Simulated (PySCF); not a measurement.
H₄P, charge +1, singlet, at a GFN2-xTB geometry; M06/def2-SVP in PySCF.

The PySCF input:
```python
from pyscf import gto, scf, dft

mol = gto.Mole()
mol.atom = '''
    P    -0.00000000   -0.00000000   -0.00000000
    H    -0.00987336    1.28259337   -0.49515063
    H     1.12686123   -0.65279636   -0.44086058
    H    -1.11826107   -0.66909633   -0.43831456
    H     0.00127320    0.03929932    1.37432577
'''
mol.basis = 'def2-svp'
mol.charge = 1
mol.verbose = 5
mol.build()

mf = dft.RKS(mol)
mf.xc = 'm06'
mf.grids.atom_grid = (30, 110)
mf.kernel()
```

The log (banner, timings and long lists left out):

```
PySCF version 2.14.0

[INPUT] verbose = 5
[INPUT] max_memory = 4000
[INPUT] num. atoms = 5
[INPUT] num. electrons = 18
[INPUT] charge = 1
[INPUT] spin (= nelec alpha-beta = 2S) = 0
[INPUT] symmetry False subgroup None
[INPUT] Mole.unit = angstrom
[INPUT] Symbol           X                Y                Z      unit          X                Y                Z       unit  Magmom
[INPUT]  1 P      0.000000000000   0.000000000000   0.000000000000 AA    0.000000000000   0.000000000000   0.000000000000 Bohr   0.0
[INPUT]  2 H     -0.009873360000   1.282593370000  -0.495150630000 AA   -0.018657946329   2.423750198483  -0.935699081106 Bohr   0.0
[INPUT]  3 H      1.126861230000  -0.652796360000  -0.440860580000 AA    2.129459105091  -1.233606335513  -0.833105755317 Bohr   0.0
[INPUT]  4 H     -1.118261070000  -0.669096330000  -0.438314560000 AA   -2.113207158063  -1.264408814652  -0.828294474809 Bohr   0.0
[INPUT]  5 H      0.001273200000   0.039299320000   1.374325770000 AA    0.002405999302   0.074264951682   2.597099311232 Bohr   0.0
[INPUT] ---------------- BASIS SET ----------------
[INPUT] l, kappa, [nprim/nctr], expnt,             c_1 c_2 ...
[INPUT] P
[INPUT] 0    0    [5    /1   ]  8002.4795106      0.0057503489302
                                1203.681359       0.043007628959
                                273.44227031      0.19363986252
                                76.655541517      0.49651693399
                                23.516927435      0.44983262479
[INPUT] 0    0    [3    /1   ]  39.791683439      0.095188129789
                                4.2770343323      -0.57649840368
                                1.6940256888      -0.54239583865
[INPUT] 0    0    [1    /1   ]  0.27567674644        1
[INPUT] 0    0    [1    /1   ]  0.10495590099        1
[INPUT] 1    0    [5    /1   ]  219.50755823      0.0092100565257
                                51.27415503       0.065409765745
                                15.921595892      0.24033730279
                                5.5069913481      0.46318321788
                                1.9537719426      0.37392563382
[INPUT] 1    0    [1    /1   ]  0.47803397932        1
[INPUT] 1    0    [1    /1   ]  0.13657952621        1
[INPUT] 2    0    [1    /1   ]  0.45                 1
[INPUT] H
[INPUT] 0    0    [3    /1   ]  13.010701         0.019682158
                                1.9622572         0.13796524
                                0.44453796        0.47831935
[INPUT] 0    0    [1    /1   ]  0.12194962           1
[INPUT] 1    0    [1    /1   ]  0.8                  1

nuclear repulsion = 24.5074148863116
number of shells = 20
number of NR pGTOs = 64
number of NR cGTOs = 38
basis = def2-svp
ecp = {}

******** <class 'pyscf.dft.rks.RKS'> ********
method = RKS
initial guess = minao
damping factor = 0
level_shift factor = 0
DIIS = <class 'pyscf.scf.diis.CDIIS'>
diis_start_cycle = 1
diis_space = 8
diis_damp = 0
SCF conv_tol = 1e-09
SCF conv_tol_grad = None
SCF max_cycles = 50
direct_scf = True
direct_scf_tol = 1e-13
XC library pyscf.dft.libxc version 7.1.2
    S. Lehtola, C. Steigemann, M. J. T. Oliveira, and M. A. L. Marques,  SoftwareX 7, 1–5 (2018)
XC functionals = m06
    Y. Zhao and D. G. Truhlar,  Theor. Chem. Acc. 120, 215 (2008)
    Y. Zhao and D. G. Truhlar,  Theor. Chem. Acc. 120, 215 (2008)
radial grids:
    Treutler-Ahlrichs [JCP 102, 346 (1995); DOI:10.1063/1.469408] (M4) radial grids

becke partition: Becke, JCP 88, 2547 (1988); DOI:10.1063/1.454033
pruning grids: <function nwchem_prune>
grids dens level: 3
symmetrized grids: False
atomic radii adjust function: <function treutler_atomic_radii_adjust>
User specified grid scheme (30, 110)
small_rho_cutoff = 0
Set gradient conv threshold to 3.16228e-05
Initial guess from minao.
atom P rad-grids = 30, ang-grids = [ 50  50  50  50  50  50  50  50  86  86  86  86  86  86  86  86  86 110
 110 110 110 110 110 110  86  86  86  86  86  86]
atom H rad-grids = 30, ang-grids = [ 50  50  50  50  50  50  50  50  50  86  86  86  86  86 110 110 110 110
 110 110 110 110 110  86  86  86  86  86  86  86]
tot_boxes 1872, boxes in each direction [11 10 10]
Padding 4 grids
tot grids = 12352
nelec by numeric integration = 18.986723743961655
E1 = -521.8342841176548  E2 = 153.8186788508452  Ecoul = 178.4591793452742  Exc = -24.640500494428995
init E= -343.508190380498
cond(S) = 334.09448937110363
  HOMO = -0.450146136285837  LUMO = 0.0150154052733769  gap/eV = 12.65769
  mo_energy =
[-7.71689707e+01 -6.71019461e+00 -4.82310411e+00 -4.82309761e+00
 -4.82309442e+00 -7.78902168e-01 -4.50174623e-01 -4.50159354e-01
 -4.50146136e-01  1.50154053e-02  1.51540222e-02  1.52150245e-02
  1.69288236e-02  2.90345953e-01  2.90372359e-01  2.90395673e-01
  3.86249578e-01  4.31909998e-01  4.31940485e-01  4.85561639e-01
  6.07040329e-01  6.07130655e-01  6.07262897e-01  9.35297731e-01
  9.35327266e-01  9.35369651e-01  1.30797550e+00  1.30799228e+00
  1.30802099e+00  1.63608223e+00  1.63609859e+00  1.63614020e+00
  1.74740176e+00  1.74747718e+00  1.97086939e+00  2.24585831e+00
  2.24591741e+00  2.24592680e+00]
nelec by numeric integration = 17.999885788861512
E1 = -515.8177094082621  E2 = 148.00767048837986  Ecoul = 172.3596482488771  Exc = -24.351977760497263
cycle= 1 E= -343.302624033571  delta_E= 0.206  |g|= 0.135  |ddm|= 1.74
  HOMO = -0.73408244127587  LUMO = -0.236586696915611  gap/eV = 13.53755
  mo_energy =
[-7.75809591e+01 -7.06704469e+00 -5.18809521e+00 -5.18806645e+00
 -5.18805157e+00 -1.01495699e+00 -7.35339093e-01 -7.34568777e-01
 -7.34082441e-01 -2.36586697e-01 -2.35525165e-01 -2.34188785e-01
 -2.16667680e-01  5.52602642e-02  5.72796494e-02  5.75874121e-02
  1.31581677e-01  1.33000034e-01  1.35285052e-01  2.14685782e-01
  3.28710001e-01  3.28878574e-01  3.30354909e-01  6.11760744e-01
  6.12888312e-01  6.19267970e-01  1.01494445e+00  1.01847362e+00
  1.01868342e+00  1.35257261e+00  1.35407950e+00  1.35426587e+00
  1.47303098e+00  1.47425817e+00  1.70555592e+00  1.93922137e+00
  1.94290182e+00  1.94841734e+00]
nelec by numeric integration = 17.99990012166156
E1 = -517.0477430945118  E2 = 149.23072191419897  Ecoul = 173.69024843117583  Exc = -24.45952651697688
cycle= 2 E= -343.309606294001  delta_E= -0.00698  |g|= 0.0635  |ddm|= 0.32
  HOMO = -0.709058991658962  LUMO = -0.21874833526337  gap/eV = 13.34203
  mo_energy =
[-7.74970725e+01 -6.99999263e+00 -5.11977623e+00 -5.11965485e+00
 -5.11963520e+00 -9.84931553e-01 -7.11011235e-01 -7.10388525e-01
 -7.09058992e-01 -2.18748335e-01 -2.17438472e-01 -2.16128576e-01
 -2.04216459e-01  6.63394098e-02  6.78281269e-02  6.82092287e-02
  1.48743712e-01  1.61271740e-01  1.61296147e-01  2.24922360e-01
  3.51055968e-01  3.51227666e-01  3.52667009e-01  6.35167630e-01
  6.36027765e-01  6.42232065e-01  1.02807604e+00  1.03225091e+00
  1.03238031e+00  1.36650337e+00  1.36736511e+00  1.36775624e+00
  1.48814783e+00  1.48941191e+00  1.71912650e+00  1.95009686e+00
  1.95553044e+00  1.96124969e+00]
nelec by numeric integration = 17.999900062150658
E1 = -516.5145411131872  E2 = 148.69633008602645  Ecoul = 173.12773893131995  Exc = -24.431408845293504
cycle= 3 E= -343.310796140849  delta_E= -0.00119  |g|= 0.0166  |ddm|= 0.113
  HOMO = -0.708637909205991  LUMO = -0.217889488724951  gap/eV = 13.35394
  mo_energy =
[-7.75077613e+01 -7.00726680e+00 -5.12732706e+00 -5.12719887e+00
 -5.12717525e+00 -9.85602512e-01 -7.10321419e-01 -7.09825131e-01
 -7.08637909e-01 -2.17889489e-01 -2.16543670e-01 -2.15179682e-01
 -2.03015883e-01  6.66603244e-02  6.82140471e-02  6.86674801e-02
  1.52444117e-01  1.61884492e-01  1.61978366e-01  2.25185306e-01
  3.51369559e-01  3.51602464e-01  3.53243708e-01  6.39694186e-01
  6.40408090e-01  6.45940842e-01  1.03398675e+00  1.03768153e+00
  1.03785311e+00  1.37162699e+00  1.37276763e+00  1.37297568e+00
  1.49245955e+00  1.49370990e+00  1.72227696e+00  1.95432157e+00
  1.95905438e+00  1.96461700e+00]
nelec by numeric integration = 17.999899857991828
E1 = -516.6135055199657  E2 = 148.79521931465678  Ecoul = 173.23090285492898  Exc = -24.435683540272223
cycle= 4 E= -343.310871318997  delta_E= -7.52e-05  |g|= 0.00037  |ddm|= 0.0206
  HOMO = -0.708712644046029  LUMO = -0.217943670661402  gap/eV = 13.35450
  mo_energy =
[-7.75077666e+01 -7.00734381e+00 -5.12739924e+00 -5.12726823e+00
 -5.12724967e+00 -9.85695010e-01 -7.10400460e-01 -7.09890927e-01
 -7.08712644e-01 -2.17943671e-01 -2.16634411e-01 -2.15285314e-01
 -2.03047696e-01  6.67011240e-02  6.82660794e-02  6.87177559e-02
  1.52387346e-01  1.61664170e-01  1.61755237e-01  2.25125753e-01
  3.51297400e-01  3.51507230e-01  3.53120824e-01  6.39392137e-01
  6.40144022e-01  6.45766800e-01  1.03385937e+00  1.03762989e+00
  1.03776817e+00  1.37161372e+00  1.37271002e+00  1.37292727e+00
  1.49247501e+00  1.49372764e+00  1.72240455e+00  1.95417605e+00
  1.95901755e+00  1.96464179e+00]
nelec by numeric integration = 17.99989992986346
E1 = -516.61470197106  E2 = 148.79641571805038  Ecoul = 173.23220604452587  Exc = -24.435790326475477
cycle= 5 E= -343.310871366698  delta_E= -4.77e-08  |g|= 8.33e-05  |ddm|= 0.000778
  HOMO = -0.708703712479283  LUMO = -0.217949757991255  gap/eV = 13.35410
  mo_energy =
[-7.75077660e+01 -7.00733137e+00 -5.12738854e+00 -5.12725599e+00
 -5.12723746e+00 -9.85693783e-01 -7.10400144e-01 -7.09898329e-01
 -7.08703712e-01 -2.17949758e-01 -2.16629108e-01 -2.15273226e-01
 -2.03045437e-01  6.67083750e-02  6.82618019e-02  6.87178271e-02
  1.52391811e-01  1.61672751e-01  1.61763003e-01  2.25134384e-01
  3.51301088e-01  3.51515127e-01  3.53136774e-01  6.39415104e-01
  6.40155198e-01  6.45773625e-01  1.03386495e+00  1.03762883e+00
  1.03777836e+00  1.37161015e+00  1.37271347e+00  1.37293976e+00
  1.49247597e+00  1.49372890e+00  1.72240611e+00  1.95420374e+00
  1.95901199e+00  1.96464969e+00]
nelec by numeric integration = 17.999899915402985
E1 = -516.6145799369749  E2 = 148.79629368163043  Ecoul = 173.23208161975893  Exc = -24.435787938128506
cycle= 6 E= -343.310871369033  delta_E= -2.33e-09  |g|= 2.03e-05  |ddm|= 9.59e-05
  HOMO = -0.708707096948812  LUMO = -0.217947774463847  gap/eV = 13.35424
  mo_energy =
[-7.75077648e+01 -7.00732848e+00 -5.12738565e+00 -5.12725324e+00
 -5.12723470e+00 -9.85692939e-01 -7.10398004e-01 -7.09894651e-01
 -7.08707097e-01 -2.17947774e-01 -2.16627811e-01 -2.15272209e-01
 -2.03045467e-01  6.67058563e-02  6.82641400e-02  6.87194004e-02
  1.52392962e-01  1.61674659e-01  1.61765257e-01  2.25136804e-01
  3.51302756e-01  3.51517616e-01  3.53139340e-01  6.39419218e-01
  6.40160597e-01  6.45772271e-01  1.03387012e+00  1.03762918e+00
  1.03777684e+00  1.37161120e+00  1.37271719e+00  1.37293799e+00
  1.49247643e+00  1.49372929e+00  1.72240666e+00  1.95420731e+00
  1.95901910e+00  1.96464487e+00]
nelec by numeric integration = 17.999899918992714
E1 = -516.614556072369  E2 = 148.79626981686283  Ecoul = 173.23205730203156  Exc = -24.435787485168746
cycle= 7 E= -343.310871369195  delta_E= -1.62e-10  |g|= 3.65e-06  |ddm|= 2.5e-05
  HOMO = -0.708706197140847  LUMO = -0.217947736228194  gap/eV = 13.35422
  mo_energy =
[-7.75077663e+01 -7.00732966e+00 -5.12738686e+00 -5.12725441e+00
 -5.12723589e+00 -9.85693415e-01 -7.10398733e-01 -7.09895598e-01
 -7.08706197e-01 -2.17947736e-01 -2.16628019e-01 -2.15272622e-01
 -2.03045315e-01  6.67067180e-02  6.82636670e-02  6.87190485e-02
  1.52393123e-01  1.61674363e-01  1.61764945e-01  2.25136960e-01
  3.51303120e-01  3.51517539e-01  3.53138946e-01  6.39418011e-01
  6.40159683e-01  6.45774094e-01  1.03386868e+00  1.03762999e+00
  1.03777775e+00  1.37161178e+00  1.37271630e+00  1.37293881e+00
  1.49247654e+00  1.49372940e+00  1.72240689e+00  1.95420607e+00
  1.95901807e+00  1.96464826e+00]
nelec by numeric integration = 17.999899918730883
E1 = -516.6145692206878  E2 = 148.7962829651795  Ecoul = 173.23207117774007  Exc = -24.435788212560567
Extra cycle  E= -343.310871369197  delta_E= -2.1e-12  |g|= 2.18e-06  |ddm|= 7.87e-06
converged SCF energy = -343.310871369197
```
